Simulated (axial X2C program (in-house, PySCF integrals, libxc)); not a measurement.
# Worked dissociation energy of TcI²⁺: HF, without spin–orbit coupling

Computed with an in-house relativistic program for diatomic molecules. Spin-free means the one-electron spin-free X2C Hamiltonian. Basis: I dyall-v2z [9s9p7d], Tc dyall-v2z [10s10p7d2f] (cores contracted in-house); Gaussian nuclei, density fitting, unrestricted open shells. Masses: I 126.904 u, Tc 98.907 u.

Molecular state: M_S = 2, Λ = 1 (beyond evenly filled blocks: σα, π+α, δ+α, δ-α).

- E(I+) (2M_S = 2, M_L = 0): -7112.389452 hartree
- E(Tc+) (2M_S = 6, M_L = 0): -4282.883656 hartree
- E(TcI²⁺) at Re: -11395.178674 hartree
- ωe: 149.4 cm⁻¹
- ωexe: 0.435 cm⁻¹

**Question.** Work out De and D0.

**Answer.** De = -7112.389452 + (-4282.883656) − (-11395.178674) = -0.09443 hartree = -2.570 eV. The zero-point energy is ωe/2 − ωexe/4 = 75 cm⁻¹ = 0.009 eV, so D0 = -2.579 eV. A negative De means the minimum lies above these fragments, at Hartree–Fock because correlation, which is larger in the molecule than in the atoms, is missing; it does not show that the molecule is unbound.

One determinant describes the state; a PBE0 search over occupations chose it and may have missed a lower one. Dissociation energies refer to the lowest single-determinant-based atoms at the same level and basis. Other states lie close and PBE0, whose exact exchange favours high spin, may order them wrongly; the determinant shown need not be the ground state. The nearest other spin-free determinant of the search, M_S = 3, Λ = 1, lies 0.22 eV up at the distance of the search. The determinant is spin-polarised beyond a pure state at some levels (its spin-free form has ⟨S²⟩ too high), which makes Re and μ there less reliable. Spin-free De lacks the spin–orbit lowering of the heavy p-block atom, a tenth of an eV or more for 4p and 5p, up to an eV for 6p and one to two eV for 7p atoms, less what an open-shell molecule gains itself.

Hartree–Fock lacks correlation and underbinds, often by eV.

Each atomic determinant is the lowest at this level and need not be a pure term. Totals compare only within one Hamiltonian and basis.
